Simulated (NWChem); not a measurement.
System: CH6Zr; SMILES [ZrH3][CH3]

Input file for NWChem:

```
start job
memory heap 200 mb stack 900 mb global 1100 mb
geometry units angstroms noautosym nocenter noautoz
  Zr     0.000000     0.000000     0.292591
  C      0.000000     0.000000    -1.884997
  H     -0.004347     1.033530    -2.279691
  H     -0.892889    -0.520530    -2.279691
  H      0.897237    -0.513000    -2.279691
  H     -1.505010     0.932936     0.847130
  H     -0.055442    -1.769845     0.847130
  H      1.560452     0.836908     0.847130
end
basis spherical
  * library def2-svpd
end
ecp
  Zr library def2-ecp
end
dft
  xc pbe0
  iterations 150
end
tddft
  cis
  nroots 6
  notriplet
end
task tddft energy
```

Output (shortened):

```
             Northwest Computational Chemistry Package (NWChem) 7.3.0
             --------------------------------------------------------

                             Geometry "geometry" -> ""
                             -------------------------

 Output coordinates in angstroms (scale by  1.889725989 to convert to a.u.)

  No.       Tag          Charge          X              Y              Z
 ---- ---------------- ---------- -------------- -------------- --------------
    1 Zr                  40.0000     0.00000000     0.00000000     0.29259100
    2 C                    6.0000     0.00000000     0.00000000    -1.88499700
    3 H                    1.0000    -0.00434700     1.03353000    -2.27969100
    4 H                    1.0000    -0.89288900    -0.52053000    -2.27969100
    5 H                    1.0000     0.89723700    -0.51300000    -2.27969100
    6 H                    1.0000    -1.50501000     0.93293600     0.84713000
    7 H                    1.0000    -0.05544200    -1.76984500     0.84713000
    8 H                    1.0000     1.56045200     0.83690800     0.84713000

 Effective nuclear repulsion energy (a.u.)     129.6809736670

                                 NWChem DFT Module
                                 -----------------

 Summary of "ao basis" -> "ao basis" (spherical)
 ------------------------------------------------------------------------------
       Tag                 Description            Shells   Functions and Types
 ---------------- ------------------------------  ------  ---------------------
 Zr                        def2-svpd                12       34   5s4p2d1f
 C                         def2-svpd                 8       20   4s2p2d
 H                         def2-svpd                 4        8   2s2p

            General Information
            -------------------
          SCF calculation type: DFT
          Wavefunction type:  closed shell.
          No. of atoms     :     8
          No. of electrons :    24
           Alpha electrons :    12
            Beta electrons :    12
          Charge           :     0
          Spin multiplicity:     1
          Use of symmetry is: off; symmetry adaption is: off
          Maximum number of iterations: 150
          AO basis - number of functions:   102
                     number of shells:    44
          Convergence on energy requested:  1.00D-06
          Convergence on density requested:  1.00D-05
          Convergence on gradient requested:  5.00D-04

              XC Information
              --------------
                         PBE0 Method XC Functional
                     Hartree-Fock (Exact) Exchange  0.250
          PerdewBurkeErnzerhof Exchange Functional  0.750
            Perdew 1991 LDA Correlation Functional  1.000 local
           PerdewBurkeErnz. Correlation Functional  1.000 non-local

             Grid Information
             ----------------
          Grid used for XC integration:  medium
          Radial quadrature: Mura-Knowles
          Angular quadrature: Lebedev.
          Tag              B.-S. Rad. Rad. Pts. Rad. Cut. Ang. Pts.
          ---              ---------- --------- --------- ---------
          Zr                  1.55      123          10.0       590
          C                   0.70       49          11.0       434
          H                   0.35       45          11.0       434
          Grid pruning is: on
          Number of quadrature shells:   442
          Spatial weights used:  Erf1

      Superposition of Atomic Density Guess
      -------------------------------------

 Sum of atomic energies:         -94.12004125

      Non-variational initial energy
      ------------------------------

 Total energy =     -87.399842
 1-e energy   =    -227.332018
 2-e energy   =      91.067872
 HOMO         =      -0.317734
 LUMO         =      -0.013290

   convergence    iter        energy       DeltaE   RMS-Dens  Diis-err
 ---------------- ----- ----------------- --------- --------- ---------
 d= 0,ls=0.0,diis     1    -88.4625010783 -1.37D+02  2.28D-02  5.50D-01
 d= 0,ls=0.0,diis     2    -88.2722105696  1.90D-01  1.39D-02  1.94D+00
 d= 0,ls=0.0,diis     3    -88.5764539637 -3.04D-01  1.34D-03  3.70D-03
 d= 0,ls=0.0,diis     4    -88.5767586956 -3.05D-04  4.58D-04  2.79D-03
 d= 0,ls=0.0,diis     5    -88.5771647305 -4.06D-04  1.43D-04  1.34D-04
  Resetting Diis
 d= 0,ls=0.0,diis     6    -88.5771853463 -2.06D-05  2.78D-05  2.18D-06
 d= 0,ls=0.0,diis     7    -88.5771856941 -3.48D-07  6.80D-06  8.54D-08

         Total DFT energy =      -88.577185694131
      One electron energy =     -229.594739389866
           Coulomb energy =      105.520395379211
    Exchange-Corr. energy =      -13.367145956784
 Nuclear repulsion energy =       48.864304273308

 Numeric. integr. density =       24.000006746727

[...]

                                NWChem TDDFT Module
                                -------------------

            General Information
            -------------------
           No. of orbitals :     204
            Alpha orbitals :     102
             Beta orbitals :     102
        Alpha frozen cores :       0
         Beta frozen cores :       0
     Alpha frozen virtuals :       0
      Beta frozen virtuals :       0
         Spin multiplicity :       1
    Number of AO functions :     102
        Use of symmetry is : off
      Symmetry adaption is : off
         Schwarz screening :  0.10D-07

              XC Information
              --------------
                  PBE0 Method XC Functional
              Hartree-Fock (Exact) Exchange   0.25
   PerdewBurkeErnzerhof Exchange Functional   0.75
     Perdew 1991 LDA Correlation Functional   1.00 local
    PerdewBurkeErnz. Correlation Functional   1.00 non-local

             TDDFT Information
             -----------------
          Calculation type : Tamm-Dancoff TDDFT
         Wavefunction type : Restricted singlets
          No. of electrons :      24
           Alpha electrons :      12
            Beta electrons :      12
              No. of roots :       6
          Max subspacesize :    5200
            Max iterations :     100
               Target root :       1
           Target symmetry : none
      Symmetry restriction : off
                 Algorithm : Optimal
        Davidson threshold :  0.10D-03

    6 smallest eigenvalue differences (eV)
--------------------------------------------------------
  No. Spin  Occ  Vir  Irrep   E(Occ)    E(Vir)   E(Diff)
--------------------------------------------------------
    1    1   12   13 a        -0.299    -0.075     6.122
    2    1   11   13 a        -0.299    -0.075     6.122
    3    1   12   14 a        -0.299    -0.075     6.122
    4    1   11   14 a        -0.299    -0.075     6.122
    5    1   10   13 a        -0.300    -0.075     6.142
    6    1   10   14 a        -0.300    -0.075     6.142
--------------------------------------------------------

  Entering Davidson iterations
  Restricted singlet excited states

  Iter   NTrls   NConv    DeltaV     DeltaE      Time
  ----  ------  ------  ---------  ---------  ---------
    1      6       0     0.52E-01   0.10+100       21.1
    2     12       0     0.22E-01   0.43E-02       21.2
    3     18       0     0.75E-02   0.86E-03       21.3
    4     24       0     0.32E-02   0.11E-03       22.4
    5     30       1     0.92E-03   0.24E-04       22.4
    6     35       3     0.23E-03   0.18E-05       20.5
    7     38       6     0.62E-04   0.70E-07       17.2
  ----  ------  ------  ---------  ---------  ---------
  Convergence criterion met

  Ground state a         -88.577185694131 a.u.

  ----------------------------------------------------------------------------
  Root   1 singlet a              0.150328663 a.u.                4.0907 eV
  ----------------------------------------------------------------------------
     Transition Moments    X  0.00000   Y -0.00000   Z  0.00097
     Dipole Oscillator Strength                    0.0000000951
     Electric Quadrupole                           0.0000000000
     Magnetic Dipole                               0.0000073790
     Total Oscillator Strength                     0.0000074741

     Occ.   11  a   ---  Virt.   13  a        0.19600
     Occ.   11  a   ---  Virt.   14  a       -0.67807
     Occ.   12  a   ---  Virt.   13  a       -0.67804
     Occ.   12  a   ---  Virt.   14  a       -0.19606
  ----------------------------------------------------------------------------
  Root   2 singlet a              0.152340847 a.u.                4.1454 eV
  ----------------------------------------------------------------------------
     Transition Moments    X  0.00152   Y -0.01082   Z  0.00002
     Dipole Oscillator Strength                    0.0000121220
     Electric Quadrupole                           0.0000000047
     Magnetic Dipole                               0.0000057754
     Total Oscillator Strength                     0.0000179021

     Occ.    9  a   ---  Virt.   13  a       -0.05293
     Occ.   10  a   ---  Virt.   13  a       -0.61777
     Occ.   10  a   ---  Virt.   17  a       -0.08306
     Occ.   11  a   ---  Virt.   13  a       -0.43725
     Occ.   11  a   ---  Virt.   14  a        0.32848
     Occ.   12  a   ---  Virt.   13  a       -0.32843
     Occ.   12  a   ---  Virt.   14  a       -0.43717
  ----------------------------------------------------------------------------
  Root   3 singlet a              0.152342149 a.u.                4.1454 eV
  ----------------------------------------------------------------------------
     Transition Moments    X  0.01080   Y  0.00152   Z  0.00000
     Dipole Oscillator Strength                    0.0000120909
     Electric Quadrupole                           0.0000000047
     Magnetic Dipole                               0.0000057753
     Total Oscillator Strength                     0.0000178709

[...]
```

Level: PBE0/def2-SVPD with def2 effective core potentials on Zr, TDA. Geometry: optimised at PBE0/def2-SVP. No frequency run checked for a minimum. def2 effective core potentials on Zr; no spin-orbit coupling.
